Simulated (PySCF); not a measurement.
CH4BClOS, SMILES COB(S)Cl. Atoms are numbered in the order given.

```xyz
9

B     -0.1345     0.1423     0.0000
Cl    -0.5278     1.8747     0.0000
O     -1.1695    -0.7290     0.0000
C     -0.9798    -2.1380     0.0000
H     -0.4208    -2.4686     0.9021
H     -1.9769    -2.6180     0.0000
H     -0.4208    -2.4686    -0.9021
S      1.5968    -0.4475     0.0000
H      2.1487     0.7947     0.0000
```

Geometry optimised at PBE-D3(BJ)/def2-SVP. This is a generated structure with no PubChem entry under its InChIKey; it may be hypothetical. Other conformers were not sampled.

Two levels are set side by side: PBE/pcSseg-1 (PySCF) and PBE0/pcSseg-1 (PySCF). GIAO shifts against BF3 (¹¹B), H2O (¹⁷O), H2S (³³S), HCl (³⁵Cl), TMS (¹H), TMS (¹³C) at the same level; non-relativistic, no solvent, atoms listed together averaged. Without spin–orbit terms, shifts of atoms bonded to Cl or Br come out too high at both levels. Differences are taken from unrounded values.

| quantity | PBE0 | PBE | PBE minus PBE0 |
|---|---|---|---|
| δ(¹¹B) of B1 (ppm) | 29.2 | 28.0 | -1.2 |
| δ(³⁵Cl) of Cl2 (ppm) | 173.2 | 194.7 | 21.6 |
| δ(¹⁷O) of O3 (ppm) | 162.1 | 177.1 | 14.9 |
| δ(¹³C) of C4 (ppm) | 60.1 | 61.8 | 1.7 |
| δ(³³S) of S8 (ppm) | 146.1 | 159.6 | 13.5 |
| δ(¹H) of H9 (ppm) | 3.01 | 2.89 | -0.12 |

Rough cost on one machine, each run with all the roots and properties that it gave: PBE0 against PBE within a factor of 2.
